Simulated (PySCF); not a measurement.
Be(SeH)2 (BeH2Se2), SMILES [SeH][Be][SeH]. Atoms are numbered in the order given.

```xyz
5

Be     0.0000     0.0000    -0.0071
Se    -2.0322     0.0306     0.0302
H     -2.0913    -1.0095    -1.0124
Se     2.0322    -0.0306     0.0302
H      2.0913     1.0095    -1.0124
```
Charge 0, spin multiplicity 1.

Geometry optimised at B3LYP-D3(BJ)/def2-TZVP. The values are those of a single conformer.

Level of theory: PySCF with B3LYP/pcSseg-2.

GIAO shieldings, no solvent; atoms alike by connectivity are averaged. δ = σ(ref) − σ: ⁷⁷Se against Me2Se (σ = 1646.2 ppm); ¹H against TMS (σ = 31.68 ppm), references at their B3LYP-D3(BJ)/def2-TZVP geometries, non-relativistic.

| nucleus | atoms | count | δ (ppm) |
|---|---|---|---|
| ⁷⁷Se | Se2, Se4 | 2 | -483.4 |
| ¹H | H3, H5 | 2 | 0.71 |
